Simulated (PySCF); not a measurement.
Job for PySCF: R-HF/3-21G on H3InO2 (SMILES [OH][InH][OH]), a point of a torsion scan.

```python
from pyscf import gto, scf, dft, mp
from pyscf.data.elements import chemcore

mol = gto.M(
    atom='''
    O    -1.82653615   -0.40771068    0.35323443
    In   -0.20431687    0.49188037    0.89590774
    O     0.00440206    2.18745141   -0.02243229
    H    -1.86967047   -0.60277799   -0.58261055
    H     0.78171898   -0.08399524    2.12570277
    H     0.75858783    2.73844176    0.17585387
    ''',
    basis='3-21g',
    charge=0, spin=0, verbose=3, max_memory=1800)
mf = scf.RHF(mol)
mf.conv_tol = 1e-8
mf.max_cycle = 100
mf.kernel()
if not mf.converged:
    mf = mf.newton().run(mf.mo_coeff, mf.mo_occ)
```

Program output:

```
converged SCF energy = -5865.38268337124
```

The calculation finished and met its thresholds.

Cost: roughly 0.4 core-seconds.
